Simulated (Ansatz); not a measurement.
System: sum formula SiNH₂F₂, net charge 0, doublet state. It need not be the lowest isomer of its formula. SMILES: N[Si](F)F
Coordinates optimised at B3LYP-D3(BJ)/def2-TZVP (Ansatz, a quantum-chemistry and plane-wave program):
```
N
H 1 1.0097
H 1 1.0097 2 111.44
Si 1 1.7105 2 119.54 3 146.25
F 4 1.6015 1 107.05 2 166.59
F 4 1.6015 5 108.96 1 115.45
```
Charge 0, spin multiplicity 2.

Parts of the frozen-core correlation energy in aug-cc-pV(T+d)Z (Ansatz, hartree). Frozen orbitals: 8; correlated occupied orbitals by spin: 13 and 12; virtual: 218 and 219. UHF or UKS for open shells. Spin-orbit coupling is left out. No relativistic terms.

```json
[
 {"term": "reference (HF)", "value": "-543.68252"},
 {"term": "MP2 opposite-spin", "value": "___"},
 {"term": "MP2 same-spin", "value": "-0.21421"},
 {"term": "CCSD correlation", "value": "___"},
 {"term": "(T)", "value": "___"},
 {"term": "T1 diagnostic", "value": "0.014"},
 {"term": "largest doubles amplitude", "value": "0.009"},
 {"term": "<S^2> of the reference", "value": "0.755"}
]
```

### Question
What belongs in the gaps?

### Answer

- MP2 opposite-spin, value: -0.61750
- CCSD correlation, value: -0.84052
- (T), value: -0.02924
